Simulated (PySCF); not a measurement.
F₄Te, SMILES F[Te+](F)(F)F, charge +1, multiplicity 2. Geometry: PBE0-D3(BJ)/def2-SVP. The def2 effective core potentials stand for the cores of Te; spin–orbit coupling is left out.

Calculation: PySCF 2.14.0 with PBE0-D3(BJ)/def2-SVP.

Harmonic wavenumbers (cm⁻¹): 118, 133, 202, 220, 234, 526, 571, 733, 740. Rotational constants (GHz): 3.942, 2.654, 2.378; symmetry number 2.

Task: Work out the zero-point energy and the ideal-gas rigid-rotor harmonic-oscillator thermochemistry at 298.15 K and 1 atm.

Result: ZPE = ½ Σ hcν = ½ × 3478 cm⁻¹ = 20.80 kJ/mol. H − E(el) = 40.04 kJ/mol. Entropy in J/(mol K): translation 175.05, rotation 107.04, vibration 56.85, spin 5.76, total 344.70. G − E(el) = -62.73 kJ/mol. Cp = 88.06 J/(mol K). Modes under 150 cm⁻¹ make the vibrational entropy uncertain.
